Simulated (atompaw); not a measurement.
# Reading a pseudo-wave (indium (In))

Columns: radius, all-electron u(r) and pseudo u(r) of the 5p shell (level -2.52 eV) of indium in the configuration [Kr] 4d10 5s2 5p1; PBEsol, scalar-relativistic, PAW (atompaw) scheme, atompaw 4.2.0.5.

```
r (bohr)  all-electron  pseudo
   0.092       -0.0715  0.0003
   0.185        0.0939  0.0011
   0.277        0.1328  0.0028
   0.369        0.0482  0.0056
   0.462       -0.0699  0.0101
   0.554       -0.1627  0.0166
   0.646       -0.2127  0.0258
   0.738       -0.2210  0.0381
   0.831       -0.1962  0.0540
   0.923       -0.1495  0.0735
   1.015       -0.0897  0.0968
   1.108       -0.0231  0.1241
   1.200        0.0442  0.1546
   1.292        0.1097  0.1880
   1.385        0.1722  0.2240
   1.477        0.2292  0.2611
   1.569        0.2810  0.2987
   1.662        0.3278  0.3363
   1.754        0.3688  0.3721
   1.846        0.4047  0.4055
   1.938        0.4358  0.4359
   2.031        0.4627  0.4627
   2.123        0.4852  0.4852
   2.215        0.5040  0.5040
   2.308        0.5195  0.5195
   2.400        0.5317  0.5317
```

(1) How many radial nodes do the two functions have?

(2) At about which radius was the pseudo-wave matched?

(3) Is the pseudo-wave norm-conserving?

Results:

(1) The all-electron 5p function has n − l − 1 = 3; the pseudo-wave has 0, since the states of the same l below it are removed with the core.

(2) 2.00 bohr, where the columns begin to agree (steps of 0.09 bohr).

(3) No, it belongs to a PAW set: the norm inside the radius is not constrained, and the difference is carried by the augmentation charge.
